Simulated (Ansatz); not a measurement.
Molecule: SbI2, net charge 1, singlet state. It need not be the lowest isomer of its formula. 
Structure (B3LYP-D3(BJ)/def2-TZVP (Ansatz, an electronic-structure program) minimum search):
```xyz
3

Sb     0.9423     0.4920     0.3032
I     -0.8152     1.2911    -1.5004
I     -0.0916    -1.7645     1.2086
```
Charge +1, spin multiplicity 1.

Quantity: vertical triplet-singlet gap (E(triplet) - E(singlet); each state is the SCF solution reached for its spin; for the singlet T1 is 0.025), in kJ/mol. Cores are frozen in the correlated levels unless marked. Open shells are spin-unrestricted. No spin-orbit coupling. The frozen core is the preceding noble-gas configuration, with the filled d and f shells of earlier blocks. In def2 rows, elements after Kr have scalar-relativistic effective core potentials. Basis-set limits of correlation are two-point, X^-3; Hartree-Fock from the larger set.

```
level                                program  vertical triplet-singlet gap (kJ/mol)
-----------------------------------  -------  -------------------------------------
HF/def2-SVPD                          Ansatz                                  117.4
HF/def2-QZVPPD                        Ansatz                                  109.6
RI-HF/def2-TZVPPD                     Ansatz                                  109.9
SVWN5/def2-TZVPD                      Ansatz                                  177.6
PBE/def2-TZVPD                        Ansatz                                  169.0
r2SCAN/def2-TZVPD                     Ansatz                                  159.4
B3LYP/def2-TZVPD                      Ansatz                                  168.1
PBE0/def2-TZVPD                       Ansatz                                  162.3
BHLYP/def2-TZVPD                      Ansatz                                  159.0
CAM-B3LYP/def2-TZVPD                  Ansatz                                  162.9
wB97M-V/def2-TZVPD                    Ansatz                                  161.6
wB97X-V/def2-TZVPD                    Ansatz                                  167.6
B2PLYP/def2-TZVPD                     Ansatz                                  173.6
MP2/def2-SVPD                         Ansatz                                  179.7
RI-MP2/def2-TZVPPD                    Ansatz                                  194.1
RI-MP2/def2-QZVPPD                    Ansatz                                  199.5
RI-MP2/CBS(def2-TZVPPD,def2-QZVPPD)   Ansatz                                  203.8
SCS-MP2/def2-SVPD                     Ansatz                                  181.1
CCSD/def2-SVPD                        Ansatz                                  164.9
CCSD(T)/def2-SVPD                     Ansatz                                  171.6
```
